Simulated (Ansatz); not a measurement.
Single points on Te2Mo.

```yaml
crystal:
  periodic: [false, false, false]
  atoms:
    - {symbol: Mo, position_ang: [0.125974, 0.831756, 0.453700]}
    - {symbol: Te, position_ang: [-1.685762, -0.744318, 0.825900]}
    - {symbol: Te, position_ang: [1.559788, -0.087428, -1.279601]}
basis:
  gaussian: {orbitals: def2-TZVP, initial_orbitals: start.molden}
correlation: {method: mp2}
scf: {omitted_lower_state_checks: [starts]}
output: {orbitals: {seedname: orbitals}}
```

The file start.molden holds the orbitals of an earlier run on this structure, at another level or in another basis.

```sh
$ ansatz run in.yaml --threads 4 --pin off --events-out ev --progress --plain --max-ram 3916MiB
```

Output, abridged:

```
Functional definition: HF
1317 factors; integrals over basis functions are off by at most 4.9e-4 eV
mean field evaluation 1: about -16366.1277 eV, gradient 1.7e1 eV
mean field evaluation 2: about -16367.0947 eV, gradient 1.5e0 eV
mean field evaluation 4: about -16367.5124 eV, gradient 1.7e0 eV
mean field evaluation 8: about -16367.5272 eV, gradient 1.2e-3 eV
mean field -16367.52717615 eV, -601.4955294151 hartree, gradient 2.2e-6 eV, S^2 0.000000; 0 other end points of the search recorded, 0 dependent functions left out; unrestricted orbitals would lower it
mean field evaluation 16: about -16368.1854 eV, gradient 1.9e0 eV
mean field evaluation 32: about -16369.1144 eV, gradient 1.0e-1 eV
unrestricted determinant -16369.16263188 eV, -601.5556313046 hartree, S^2 2.7686
8 core orbitals not correlated: weight in the atoms' cores, before any rotation towards them, 1.000 or more for the frozen orbitals, at most 0.000 for the correlated occupied ones
reference -16367.52717615 eV, -601.4955294151 hartree; 23, 23 occupied and 109, 109 virtual orbitals, 1317 factors
second order -37.54988242 eV of doubles, -0.00000000 eV of singles
Total energy: -16405.07705857 eV, -602.8754621418 hartree
Checks for a lower state left out: starts
```

Hardware: 4 threads of Arm Neoverse V2 on a shared host. Wall time 9 s.

The first input with `gaussian: {orbitals: def2-SVP, initial_orbitals: start.molden}`, `hamiltonian: {xc: pbe, dispersion: d4}` and without the key `correlation` (abridged; 0.9 s):

```
Functional definition: PBE
mean field -16442.28719263 eV, -604.2429093464 hartree, gradient 2.1e-5 eV, S^2 0.000000
Total energy: -16442.44263972 eV, -604.2486219220 hartree
Checks for a lower state left out: starts
```

As the first input, with `gaussian: {orbitals: def2-TZVPD, initial_orbitals: start.molden}`, `hamiltonian: {xc: r2scan, dispersion: d4}` and without the key `correlation` (abridged; 3.8 s):

```
Functional definition: r2SCAN
mean field -16449.35740857 eV, -604.5027349899 hartree, gradient 1.7e-5 eV, S^2 0.000000
Total energy: -16449.38463507 eV, -604.5037355454 hartree
Checks for a lower state left out: starts
```

Geometry: B3LYP-D4/def2-TZVP.

In the def2 sets Mo, Te take a core potential; there is no spin–orbit coupling. Correlated methods freeze 8 core orbitals; core or outer-core shells of Mo, Te are correlated, in sets that lack core-valence functions. At MP2/def2-TZVP the restricted singlet (for correlated methods, its reference) is unstable: a solution with broken spin symmetry lies lower. The restricted singlet is unstable towards broken spin symmetry at other levels; at PBE-D4/def2-SVP, r2SCAN-D4/def2-TZVPD this wasn't settled. The order of the spin states hangs on the level: the triplet lies 0.98 eV below the singlet at PBE0-D4/def2-TZVP, but 1.11 eV above it at MP2/def2-TZVP. The structure comes from a short search, and lower isomers may exist.
